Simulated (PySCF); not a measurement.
Input of a run (PBE0-D3(BJ)/def2-SVP geometry optimisation, gas phase (PySCF 2.14.0)), started from GFN2-xTB:
```
{"job": {"xc": "PBE0", "basis": "def2-SVP", "d3": "d3bj", "grid": 1, "kind": "geom"}, "charge": 0, "multiplicity": 1}
C      1.763065     0.779907    -0.063065
C      0.543103    -0.143646     0.012881
C      1.000265    -1.606182    -0.019816
C     -0.456434     0.150924    -1.129083
C     -1.610128     0.887908    -0.449637
C     -1.609538     0.263863     0.940810
N     -0.194140     0.181324     1.238355
H      2.327267     0.599102    -0.974692
H      1.437370     1.815666    -0.042779
H      2.413025     0.609986     0.791480
H      1.702015    -1.801671     0.789202
H      1.493689    -1.828976    -0.963143
H      0.148353    -2.275301     0.091336
H     -0.814789    -0.785299    -1.560139
H     -0.000258     0.738307    -1.923465
H     -1.384315     1.950995    -0.370118
H     -2.558397     0.764531    -0.969212
H     -2.109261     0.885379     1.687636
H     -2.111708    -0.719129     0.914826
H      0.015669    -0.457007     1.995589
```

Output (energies in Eh, forces in Eh/bohr):
```
step   0  E = -290.67156930  max force = 0.011753
step   1  E = -290.67328450  max force = 0.002004
step   2  E = -290.67330843  max force = 0.000411
step   3  E = -290.67331075  max force = 0.000206
optimisation converged
```

Summarise the run.

The energy falls by 0.047 eV over 4 energy and gradient evaluations, the largest force component goes from 0.0118 to 2.1e-04 Eh/bohr, and the atoms move by 0.027 Å rms after alignment. Among the bonds, C1–H8, C1–H9, C1–H10, C3–H11 and C3–H12 change most and about equally (+0.014 to +0.015 Å). Bonds longer at the end by more than 0.005 Å: 14 of 20; shorter: 0. The energy never rose by more than 1e-6 Eh on the way. The first step brought 98 % of the lowering.

What are the final bond lengths?

C1–C2 1.528 Å, C2–C3 1.530 Å, C2–C4 1.552 Å, C4–C5 1.527 Å, C5–C6 1.521 Å, C6–N7 1.447 Å, C2–N7 1.473 Å, C1–H8 1.102 Å, C1–H9 1.100 Å, C1–H10 1.101 Å, C3–H11 1.103 Å, C3–H12 1.102 Å, C3–H13 1.102 Å, C4–H14 1.102 Å, C4–H15 1.100 Å, C5–H16 1.102 Å, C5–H17 1.100 Å, C6–H18 1.103 Å, C6–H19 1.114 Å, N7–H20 1.015 Å. Numbering counts from 1 in the input's order; the species is 2,2-dimethylpyrrolidine, `CC1(C)CCCN1`.

The run used 163 basis functions and 25 SCF cycles in all. The run took 38 s wall on one thread of an Arm Neoverse V2, shared host.

Not checked by PBE0-D3(BJ)/def2-SVP frequencies. One conformer, not necessarily the lowest.
